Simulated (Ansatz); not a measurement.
Born–Oppenheimer molecular dynamics of CH$_{5}$GeNO (9 atoms, charge 0, multiplicity 1). It starts at the highest image of a converged band. Of that band: Neighbouring images differ by up to 2.0 eV, so the band resolves the path poorly. A vibrational analysis at the climbing image gives one clearly imaginary mode, 948i cm⁻¹: a first-order saddle point.

All numbers below come from RKS r2SCAN/def2-SVP (Ansatz).

```yaml
ensemble: NVE (velocity Verlet)
time_step: 0.5 fs
steps_asked: 200
starting_velocities_drawn_for: 100 K
seed: 8368
```

First frame:

```xyz
9
Properties=species:S:1:pos:R:3
N 0.676 0.879 -1.192
C 0.499 0.220 -0.131
O 1.325 0.295 0.919
Ge -1.291 -1.136 0.469
H -0.019 0.682 -1.912
H 2.021 0.934 0.673
H -2.110 -0.226 -0.474
H 0.138 -1.311 -0.172
H -1.151 -0.383 1.803
```

What does the run give?

The run went to its last step.

```json
{"steps done": "200", "time covered": "100 fs", "mean temperature over the second half": "594 K", "spread of the potential energy over the second half": "9.1 meV per atom", "mean potential energy of the second half above the start": "-49.7 meV per atom"}
```

The conserved energy stayed within 0.38 meV per atom of its start (net change 0.055 meV per atom), so the integration is sound. The system heated up, since it started high on the potential surface and ran downhill. A run of 0.1 ps of so small a system gives no equilibrium averages. The orbitals stay closed-shell, which can raise the energy where a bond breaks towards radicals; this wasn't checked here.

What happens to the structure?

The step under study would form C2–H8 and break Ge4–H8. These pairs go: C2–H8 1.57 → 1.22 Å, Ge4–H8 1.58 → 4.16 Å. In the last frame they stand as after the step (other bonds may differ from the relaxed reactants and products). Also parted: C2–Ge4 2.32 → 3.72 Å. It ends as CH3NO + GeH2. Pairs count as bonded within 1.25 times the sum of covalent radii (0.12 Å more for H–H). This is one draw of velocities; another would differ in detail.

How do temperature and energy run in time?


```csv
time (fs),T (K),potential energy less start (eV),conserved less start (meV/atom)
0.0,100,0.000,0.00
5.0,55,0.041,0.02
10.0,63,0.034,0.02
15.0,151,-0.046,0.03
20.0,260,-0.145,-0.08
25.0,436,-0.305,-0.12
30.0,340,-0.217,0.05
35.0,635,-0.486,-0.20
40.0,716,-0.559,-0.22
45.0,524,-0.383,0.05
50.0,469,-0.333,0.14
55.0,551,-0.408,0.01
60.0,728,-0.571,-0.30
65.0,718,-0.562,-0.28
70.0,606,-0.459,-0.08
75.0,655,-0.505,-0.27
80.0,517,-0.376,0.09
85.0,486,-0.347,0.24
90.0,461,-0.326,0.12
95.0,596,-0.449,0.00
100.0,510,-0.371,0.05
```

Time of the run: 10 min on 2 threads of Arm Neoverse V1 (shared host), peak memory 0.15 GiB.
